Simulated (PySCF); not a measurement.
# Vertical excitation energies

Species: 2,2,3,3,3-pentafluoro-1-propanol, C₃H₃F₅O.
Numbering: `[OH:1][CH2:2][C:3]([F:4])([F:5])[C:6]([F:7])([F:8])[F:9]` (hydrogens: H10 on O1; H11, H12 on C2)

Method used: TDDFT PBE0/def2-SVPD, vertical, gas phase, core orbitals frozen in the response in PySCF. Geometry: PBE0-D3(BJ)/def2-SVP, one conformer, isolated molecule. Torsions of this conformer, `[OH:1][CH2:2][C:3]([F:4])([F:5])[C:6]([F:7])([F:8])[F:9]`: O1–C2–C3–F4 -55°, C2–C3–C6–F7 -58°, H–O1–C2–C3 59°.

Predict the UV-vis stick spectrum at this level.

| state | E (eV) | λ (nm) | ν̃ (cm⁻¹) | f | \|μ\| (D) | main configurations (H = HOMO, L = LUMO) |
| --- | --- | --- | --- | --- | --- | --- |
| S1 | 7.63 | 162.4 | 61570 | 0.010 | 0.60 | H→L (96%) |
| S2 | 8.77 | 141.3 | 70770 | 0.028 | 0.91 | H→L+1 (91%) |
| S3 | 9.13 | 135.8 | 73620 | 0.0087 | 0.50 | H-1→L (93%) |
| S4 | 9.24 | 134.2 | 74500 | 0.0049 | 0.37 | H→L+4 (71%), H→L+3 (21%) |
| S5 | 9.27 | 133.8 | 74730 | 0.0056 | 0.40 | H→L+2 (86%) |
| S6 | 9.56 | 129.7 | 77130 | 0.0014 | 0.20 | H→L+3 (66%), H→L+4 (19%) |
| S7 | 9.80 | 126.5 | 79080 | 0.038 | 1.02 | H→L+5 (85%) |
| S8 | 10.13 | 122.4 | 81710 | 0.026 | 0.83 | H-1→L+1 (93%) |
| S9 | 10.23 | 121.1 | 82550 | 0.010 | 0.52 | H-2→L (83%) |
| S10 | 10.40 | 119.2 | 83920 | 0.0042 | 0.32 | H→L+6 (64%), H→L+7 (19%) |

Triplets (Tamm–Dancoff): T1 7.25 eV, H→L (90%); T2 8.55 eV, H→L+1 (75%), H→L+3 (9%); T3 8.73 eV, H-1→L (76%); T4 8.97 eV, H→L+4 (42%), H→L+2 (24%), H→L+3 (15%).

The lowest singlet lies at 7.63 eV (162 nm, vacuum ultraviolet) and is weak; its leading configuration is HOMO→LUMO (96%). The most intense listed level is S7 at 9.80 eV (126 nm, f = 0.038), 2.17 eV above S1. Löwdin shares by element: HOMO oxygen 62%, carbon 21% or more, hydrogen 7% or more; LUMO oxygen 23%, carbon 16% or more, hydrogen 15% or more, fluorine 12% or more (atoms not listed hold the other 34%). Weighted by f, the mean energy of these states is 9.46 eV. Orbital energies (eV): HOMO-3 -12.36, HOMO-2 -11.37, HOMO-1 -10.36, HOMO -8.99, LUMO 0.20, LUMO+1 0.91, LUMO+2 1.51. The oscillator strengths of these states sum to 0.138; summed over the whole spectrum of an exact calculation they would give the number of electrons, 74 (Thomas–Reiche–Kuhn). All these states lie below the vertical ionisation energy of 11.45 eV (ΔSCF). Singlets were solved by full linear response, triplets in the Tamm–Dancoff approximation.

On an Arm Neoverse V2 with one thread, shared host with 96 logical CPUs at a one-minute load of 48, this took 71 s and 0.99 GiB of memory at its peak.
